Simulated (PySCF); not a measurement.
# Calculated properties of `Cl[B-](Cl)(Cl)Cl`

Compound: BCl4 (charge -1).
SMILES with atom numbers: `[Cl:1][B-:2]([Cl:3])([Cl:4])[Cl:5]`

**PBE0-D3(BJ)/def2-SVP geometry optimisation, gas phase (PySCF)**

```
Point group                  : Td
Rotational constants A, B, C : 1.561, 1.560, 1.560 GHz
```

**PBE0/pcSseg-1 ground state and GIAO shieldings, non-relativistic (PySCF)**

```
HOMO energy                                                 : -3.64 eV
LUMO energy                                                 : 6.56 eV
HOMO–LUMO gap                                               : 10.20 eV
Lowest Hirshfeld atomic charge                              : -0.27 e on Cl1/Cl3/Cl4/Cl5
Highest Hirshfeld atomic charge                             : +0.06 e on B2
Isotropic shieldings of nuclei other than C and H, by class : 89 (B2), 789 (Cl1/Cl3/Cl4/Cl5) ppm
Mayer bond orders between heavy atoms                       : Cl1–B2 0.93, B2–Cl3 0.93, B2–Cl4 0.93, B2–Cl5 0.93
```

From delta-SCF UKS SCAN, pcX-2 on the ionised atom, pcseg-1 elsewhere, spin-free X2C; 2p3/2 from a spin–orbit splitting computed afterwards within the 2p shell (PySCF):

```
Core binding energies : B1s 194.4 (B2), Cl2p3/2 201.1 (Cl1/Cl3/Cl4/Cl5), Cl1s 2823.7 (Cl1/Cl3/Cl4/Cl5) eV
```

Monoisotopic mass of the ion (most abundant isotopes, electron mass counted): 150.8853 u.

The rotational constants are those of a spherical top; the small spread among constants that symmetry makes equal is optimisation noise. With B = h/(8π²I), that is 505.379 GHz u Å² over I, the principal moments of inertia are 323.8, 323.9 and 324.0 u Å² (most abundant isotopes); the inertial defect Ic − Ia − Ib is -323.7 u Å² (zero for a rigid planar frame, negative otherwise).

 The geometry's basis has no diffuse functions, a weakness for an anion. No diffuse functions stand in pcSseg-1, which bears on an anion's orbital energies.
